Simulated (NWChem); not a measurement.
System: C₄H₁₁BO₂; SMILES COB(CC)OC

```xyz
18

B      0.3903    -0.0003    -0.0984
C     -1.0970     0.0002    -0.6562
C     -2.1405     0.0014     0.4681
H     -1.2602    -0.8788    -1.3023
H     -1.2590     0.8788    -1.3032
H     -2.0386     0.8845     1.1191
H     -2.0414    -0.8826     1.1182
H     -3.1695     0.0032     0.0751
O      1.0860     1.1372     0.1824
C      0.5907     2.4246    -0.0372
H     -0.3988     2.5846     0.4254
H      1.2917     3.1461     0.4084
H      0.5064     2.6579    -1.1133
O      1.0854    -1.1382     0.1823
C      0.5891    -2.4253    -0.0370
H      0.5043    -2.6587    -1.1131
H      1.2896    -3.1472     0.4085
H     -0.4004    -2.5845     0.4259
```
Atoms are numbered in this order, from 1.

Results from NWChem. Pople sets run with spherical d functions. All runs use the structure optimised with PBE0/def2-SVP. No frequency run checked for a minimum. Total energies compare along this basis series because the functional is fixed.

```csv
level,basis functions,energy (Ha),highest occupied level (eV),orbital gap (eV),dipole (D)
B3LYP/STO-3G,46,-330.1653,-4.41,8.95,1.17
B3LYP/3-21G,85,-332.6158,-7.10,8.43,2.29
B3LYP/6-31G*,120,-334.4299,-7.37,8.55,1.87
B3LYP/6-31+G*,148,-334.4438,-7.67,7.51,2.15
B3LYP/6-311G**,192,-334.5316,-7.57,8.14,1.94
B3LYP/6-311++G**,231,-334.5371,-7.70,7.33,2.12
```
